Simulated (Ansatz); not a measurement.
Basis-set series for C2H7BrSi (`[SiH3]CCBr`). The species carries charge 0 and has multiplicity 1. The structure was optimised at the PBE0-D4/def2-TZVP level. It is one conformer, not always the lowest.

```tsv
functional	basis	functions	energy (Eh)	HOMO (eV)	LUMO (eV)
PBE0-D4	def2-SVP	113	-2943.09437	-7.73	0.00
PBE0-D4	def2-TZVPP	250	-2943.59637	-7.87	-0.25
ωB97M-V	def2-SVP	113	-2943.38159	-9.95	2.06
ωB97M-V	def2-TZVPP	250	-2943.88931	-10.11	1.66
```

Q: Give the rows for def2-QZVPP. (Estimate.)

A: The calculation gave: 
| functional | basis | functions | energy (Eh) | HOMO (eV) | LUMO (eV) |
| --- | --- | --- | --- | --- | --- |
| PBE0-D4 | def2-QZVPP | 483 | -2943.66349 | -7.88 | -0.38 |
| ωB97M-V | def2-QZVPP | 483 | -2943.95384 | -10.13 | 1.34 |

Positive LUMOs are unbound and depend on the basis. Scalar relativity is left out up to krypton.

Computed with Ansatz.
